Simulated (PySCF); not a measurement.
A side-by-side comparison of computed properties.

First species: C6H12SSi.
SMILES: `C[C@@H]1C[C@]12C[C@@H]2S[SiH3]`

Second species: C7H13OPSi.
Cartesian coordinates in Å at the GFN2-xTB level; atoms count from 1:
```xyz
23
C7H13OPSi angstrom
C      0.7180    2.1414   -0.9129
C      0.6623    1.0287   -0.1849
C      1.8211    0.5813    0.6085
C      1.6476   -0.2063    1.8789
C      2.1945   -0.8779    0.6654
Si    -0.9586    0.0499   -0.1046
P     -1.9517    0.1005    1.9228
C     -1.1045   -1.6035   -1.0645
C     -2.0302   -0.8002   -1.9722
O     -2.0184    0.4696   -1.3242
H     -0.1251    2.4738   -1.4928
H      1.6069    2.7525   -0.9585
H      2.6504    1.2807    0.5904
H      2.3190    0.0076    2.6968
H      0.6452   -0.4594    2.1930
H      1.5632   -1.5819    0.1479
H      3.2438   -1.1298    0.6423
H     -1.2960    1.2509    2.3210
H     -3.0572    0.8043    1.4800
H     -1.6014   -2.4240   -0.5570
H     -0.2219   -1.9782   -1.5715
H     -1.6560   -0.6819   -2.9899
H     -3.0555   -1.1712   -2.0039
```

Levels: PBE0/pcSseg-1 for dipole moment, HOMO energy, LUMO energy and HOMO–LUMO gap; GFN2-xTB for rotational constant A and rotational constant C. Geometries: GFN2-xTB. Each species is one conformer at its optimised geometry, gas phase, non-relativistic unless stated; the electronic structure was computed with PySCF and density fitting.

The conformers computed, where there is a choice (atom-mapped SMILES and torsion angles):
- `[CH3:1][C@@H:2]1[CH2:3][C@:4]12[CH2:5][C@@H:6]2[S:7][SiH3:8]`: C5–C6–S7–Si8 -159°
- `[CH2:1]=[C:2]([CH:3]1[CH2:4][CH2:5]1)[Si@:6]1([PH2:7])[CH2:8][CH2:9][O:10]1`: C1–C2–C3–C4 150°, C1–C2–Si6–P7 -112°, H–P7–Si6–C2 21°, H–P7–Si6–C2 114°

```tsv
property	column X	column Y
dipole moment	1.65 D	1.70 D
HOMO energy	-6.68 eV	-7.03 eV
LUMO energy	0.33 eV	-0.34 eV
HOMO–LUMO gap	7.01 eV	6.69 eV
rotational constant A	2.295 GHz	1.204 GHz
rotational constant C	0.784 GHz	0.676 GHz
```

Question: Which column belongs to which species?

Answer: Column X is the first species and column Y the second. The first has 20 atoms and 78 electrons, the second 23 and 92.

Question: How does each property change from the first species to the second?

Answer: dipole moment +0.05 D; HOMO energy -0.35 eV; LUMO energy -0.67 eV; HOMO–LUMO gap -0.32 eV; rotational constant A -1.091 GHz; rotational constant C -0.108 GHz.

On the first: The dipole matches unit charges of opposite sign 0.34 Å apart (1 e·Å = 4.8032 D).

On the second: The dipole equals about 5.7 × 10⁻³⁰ C·m (1 D = 3.33564 × 10⁻³⁰ C·m). A dipole of 1.70 D is allowed in C1, and pure rotational transitions are dipole-allowed.
